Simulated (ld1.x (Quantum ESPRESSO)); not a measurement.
## Scattering properties, TM potential for manganese

- Element: Mn (Z = 25)
- Generator: ld1.x (Quantum ESPRESSO) 7.5
- Type: norm-conserving Troullier–Martins (Kleinman–Bylander form)
- Functional: PBEsol
- Relativity: scalar-relativistic
- Frozen core: [Ar]
- Valence charge: 7
- Reference configuration: 3d5 4s2 4p0
- Partial waves: 4p (bound, empty): rc 3.25 bohr; 3d (bound): rc 2.00 bohr; 4s (bound): rc 2.65 bohr
- Local potential: the s channel
- Core correction: none

The phase is arctan(r·u′/u) with u = r·R(r), unwrapped; energies in Ry, scanned from -2 to 5 Ry. A pole is an energy at which the radial function vanishes at the test radius. The pseudo phase is shifted by a multiple of π to meet the all-electron one at the reference energy, and phase errors are pseudo minus all-electron; the curves can meet again beyond the range given. Levels narrower than the energy grid can be missing from the lists of poles.

| channel | radius (bohr) | reference energy (Ry) | poles, all-electron | poles, pseudo | unbroken range about the reference energy with phases within 0.05 rad | phase error 1 Ry above the reference energy (rad) |
| --- | --- | --- | --- | --- | --- | --- |
| s | 3.53 | -0.38 | 0.20, 4.19 | 0.19, 3.42 | below 1.2 | -0.008 |
| p | 3.53 | -0.10 | 0.84, 4.92 | 0.84 | below 2.2 | -0.003 |
| d | 3.53 | -0.50 | -0.47, 2.04 | -0.47, 2.43 | below 0.3 | +0.115 |

Phases in the p channel:

```
E (Ry)  all-electron  pseudo
 -2.00         1.352   1.352
 -1.76         1.335   1.334
 -1.52         1.312   1.312
 -1.28         1.281   1.281
 -1.04         1.237   1.237
 -0.80         1.168   1.167
 -0.56         1.039   1.038
 -0.32         0.728   0.728
 -0.08        -0.191  -0.191
  0.16        -1.072  -1.073
  0.40        -1.370  -1.372
  0.64        -1.502  -1.504
  0.88        -1.581  -1.583
  1.12        -1.640  -1.644
  1.36        -1.695  -1.700
  1.60        -1.754  -1.763
  1.84        -1.832  -1.847
  2.08        -1.957  -1.985
  2.32        -2.213  -2.285
  2.56        -2.902  -3.080
  2.80        -3.870  -3.964
  3.04        -4.276  -4.307
  3.28        -4.441  -4.454
  3.52        -4.529  -4.535
  3.76        -4.584  -4.586
  4.00        -4.622  -4.622
  4.24        -4.652  -4.650
  4.48        -4.676  -4.673
  4.72        -4.697  -4.692
  4.96        -4.715  -4.710
```
